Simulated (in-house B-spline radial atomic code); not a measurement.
Ionisation energies along the 44-electron series, configuration [Kr] 4d8, as differences of self-consistent energies. NIST's values go from ground level to ground level; the uncertainty of those that are theory runs from under 0.1 % in few-electron ions to several per cent in heavy many-electron ones. Computed with a radial B-spline atomic code at the basis-set limit: non-relativistic Hartree-Fock, average of the configuration, point nuclei.

This level leaves out relativity, spin-orbit splitting included, which matters for heavy ions.

| ion | configuration after | ionisation energy (eV) | IE/(q+1)² (eV) | -ε less Coulomb ΔSCF (eV) | tabulated value (eV) | computed minus tabulated (eV) |
| --- | --- | --- | --- | --- | --- | --- |
| Xe10+ | [Kr] 4d7 | 231.8 | 1.9156 | 1.4467 | 229.02 | 2.8 |
| Cs11+ | [Kr] 4d7 | 265.2 | 1.8418 | 1.4438 | 261 | 4.2 |
| Ba12+ | [Kr] 4d7 | 300.5 | 1.778 | 1.4421 | 296 | 4.5 |
| La13+ | [Kr] 4d7 | 337.5 | 1.7222 | 1.4415 | 332 | 5.5 |
| Ce14+ | [Kr] 4d7 | 376.4 | 1.6729 | 1.4416 | 371 | 5.4 |
| Pr15+ | [Kr] 4d7 | 417.0 | 1.6291 | 1.4424 | 412 | 5.0 |
| Nd16+ | [Kr] 4d7 | 459.5 | 1.5898 | 1.4436 | 453 | 6.5 |
| Pm17+ | [Kr] 4d7 | 503.7 | 1.5545 | 1.4452 | 497 | 6.7 |
| Sm18+ | [Kr] 4d7 | 549.6 | 1.5225 | 1.4471 | 543 | 6.6 |
| Eu19+ | [Kr] 4d7 | 597.3 | 1.4933 | 1.4493 | 590 | 7.3 |
| Gd20+ | [Kr] 4d7 | ? | ? | ? | ? | ? |
| Tb21+ | [Kr] 4d7 | 698.0 | 1.4421 | 1.4541 | 690 | 8.0 |
| Dy22+ | [Kr] 4d7 | 750.9 | 1.4196 | 1.4567 | 743 | 7.9 |
| Ho23+ | [Kr] 4d7 | 805.6 | 1.3987 | 1.4593 | 797 | 8.6 |
| Er24+ | [Kr] 4d7 | 862.1 | 1.3793 | 1.462 | 853 | 9.1 |
| Tm25+ | [Kr] 4d7 | 920.3 | 1.3613 | 1.4648 | 911 | 9.3 |
| Yb26+ | [Kr] 4d7 | 980.2 | 1.3445 | 1.4676 | 971 | 9.2 |
| Lu27+ | [Kr] 4d7 | ? | ? | ? | ? | ? |
| Hf28+ | [Kr] 4d7 | ? | ? | ? | ? | ? |
| Ta29+ | [Kr] 4d7 | 1170.3 | 1.3003 | 1.4759 | 1160 | 10.3 |

(1) Fill in the row of Gd20+.

(2) Fill in the row of Lu27+.

(3) Fill in the row of Hf28+.

Answers

(1) ionisation energy (eV): 646.8; IE/(q+1)² (eV): 1.4666; -ε less Coulomb ΔSCF (eV): 1.4516; tabulated value (eV): 639; computed minus tabulated (eV): 7.8.

(2) ionisation energy (eV): 1041.8; IE/(q+1)² (eV): 1.3288; -ε less Coulomb ΔSCF (eV): 1.4703; tabulated value (eV): 1032; computed minus tabulated (eV): 9.8.

(3) ionisation energy (eV): 1105.2; IE/(q+1)² (eV): 1.3141; -ε less Coulomb ΔSCF (eV): 1.4731; tabulated value (eV): 1094; computed minus tabulated (eV): 11.2.
